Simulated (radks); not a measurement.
Results of a calculation; reference values are marked as such.
Fractional charge and spin in the 4s shell of iron: the spin-up occupation runs from 0 to 1 and the spin-down occupation from 0 to 1; the fullest corner is Fe, [Ar] 3d(up 3, down 3) 4s(up 1, down 1). Level of theory: scalar-relativistic Kohn-Sham, PBE, spin-polarised, spherical densities, point nucleus (a radial shooting solver on a logarithmic mesh with Libxc functionals). Energy (eV) minus the two flat planes that join the four corners (they meet along the diagonal where the two added fractions sum to one electron); zero is where a piecewise linear energy would lie.

\begin{tabular}{lrrrrr}
down \ up & 0 & 0.25 & 0.5 & 0.75 & 1 \\ \hline
0 & 0.000 & -0.698 & -0.925 & -0.690 & 0.000 \\
0.25 & -0.698 & -0.851 & -0.548 & 0.202 & -0.610 \\
0.5 & -0.925 & -0.548 & 0.269 & -0.482 & -0.806 \\
0.75 & -0.690 & 0.202 & -0.482 & -0.746 & -0.600 \\
1 & 0.000 & -0.610 & -0.806 & -0.600 & 0.000 \\
\end{tabular}

Corners above the fullest one (they belong to Fe+ and the next ion): (up 1, down 0) 8.460 eV, (up 0, down 1) 8.460 eV, (up 0, down 0) 24.932 eV. With half an added electron in each spin the energy lies 0.269 eV from the planes, and with half an added electron in spin up alone -0.925 eV. The planes are only a guide here: the flat-plane condition holds for ground states with one frontier orbital, while other shells are open and held unpolarised.
